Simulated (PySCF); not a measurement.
C3HCl2F. Atoms are numbered in the order given.

```xyz
7

F     -3.0793    -0.4840     0.0000
C     -2.1588     0.4715     0.0000
C     -0.8715     0.2367     0.0000
C      0.4240     0.0689     0.0000
Cl     1.3513    -0.0525    -1.4516
Cl     1.3513    -0.0525     1.4516
H     -2.5918     1.4786     0.0000
```
Charge 0, spin multiplicity 1.

The structure is a stationary point at PBE0-D3(BJ)/def2-SVP.

These are PBE0-D3(BJ)/def2-SVP in PySCF 2.14.0 values and carry that method's errors.

Frequencies are harmonic and unscaled.

| mode | ν (cm⁻¹) | IR (km/mol) | moving atoms (share of kinetic energy) |
|---|---|---|---|
| 1 | 97 | 0.0 | Cl 52 %, F 30 %, C 18 % |
| 2 | 125 | 0.6 | C 49 %, F 37 %, Cl 12 % |
| 3 | 271 | 1.4 | Cl 69 %, C 23 % |
| 4 | 280 | 6.5 | C 48 %, H 25 %, F 17 %, Cl 11 % |
| 5 | 441 | 1.1 | C 50 %, Cl 31 %, F 19 % |
| 6 | 503 | 7.0 | C 71 %, Cl 24 % |
| 7 | 507 | 7.1 | C 60 %, Cl 34 % |
| 8 | 679 | 59.8 | C 74 %, F 15 %, Cl 10 % |
| 9 | 876 | 1.0 | H 64 %, C 34 % |
| 10 | 895 | 222.1 | C 86 %, Cl 13 % |
| 11 | 1102 | 246.8 | C 69 %, F 25 % |
| 12 | 1268 | 24.0 | H 72 %, C 16 %, F 12 % |
| 13 | 1468 | 47.4 | C 76 %, H 19 % |
| 14 | 2103 | 355.5 | C 99 % |
| 15 | 3199 | 2.3 | H 91 %, C 9 % |
